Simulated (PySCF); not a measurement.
AlH3, SMILES [AlH3] (connectivity only; charge and spin as stated), charge +1, multiplicity 2.

Geometry optimised at PBE0-D3(BJ)/def2-TZVPD. The multiplicity is an assumed one; other spin states were not compared. The isomer is the one that the SMILES or the coordinates give; other isomers of the formula were not compared.

Calculation: B3LYP/def2-TZVPD (PySCF).

Gas-phase values at a fixed geometry.

| Property | Result |
|---|---|
| total energy | -243.84830 hartree |
| point group | C2v |
| α spin, highest occupied and lowest empty level | -15.07 and -8.43 eV |
| β spin, highest occupied and lowest empty level | -16.10 and -11.38 eV |
| dipole moment about the centre of nuclear charge | 0.129 e·Å |
| mean static polarisability | 26.0 bohr³ (3.86 Å³) |
| polarisability, principal values | 19.2, 29.4, 29.4 bohr³ |
| ⟨S²⟩ | 0.759 (pure state 0.75) |
